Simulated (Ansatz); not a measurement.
Start from `CNC(O)O` and change one atom or group to get `OC(O)[O][GeH3]`.

Ansatz, PBE0-D4/def2-TZVP geometries, multiplicity 1. Each molecule was computed in one conformer, which needn't be the lowest.

Scalar relativity is left out up to krypton.

```tsv
property	`CNC(O)O`
LUMO energy (PBE0/def2-TZVPP) / eV	1.08
HOMO energy (PBE0/def2-TZVPP) / eV	-7.08
HOMO–LUMO gap (ωB97M-V/def2-TZVPP) / eV	11.96
HOMO–LUMO gap (B3LYP/def2-TZVPP) / eV	7.54
size of the dipole moment (PBE/def2-TZVPP) / D	1.02
LUMO energy (B3LYP/def2-TZVPP) / eV	0.69
```

(1) Give the same properties after the change, and the shifts. (An estimate is asked.)

## Answers

(1) Computed: 
| property | `OC(O)[O][GeH3]` | shift |
| --- | --- | --- |
| LUMO energy (PBE0/def2-TZVPP) / eV | 0.41 | -0.67 |
| HOMO energy (PBE0/def2-TZVPP) / eV | -8.26 | -1.18 |
| HOMO–LUMO gap (ωB97M-V/def2-TZVPP) / eV | 12.76 | 0.80 |
| HOMO–LUMO gap (B3LYP/def2-TZVPP) / eV | 8.18 | 0.64 |
| size of the dipole moment (PBE/def2-TZVPP) / D | 1.27 | 0.25 |
| LUMO energy (B3LYP/def2-TZVPP) / eV | 0.14 | -0.55 |

With PBE0 the HOMO falls by 1.18 eV and the LUMO falls by 0.67 eV, so the gap widens by about 0.51 eV. PBE moves the HOMO by -1.10 eV and ωB97M-V by -1.15 eV. Dipoles are sizes alone; their direction can turn.

B3LYP here is the variant with VWN-RPA as its local correlation; programs differ in this.
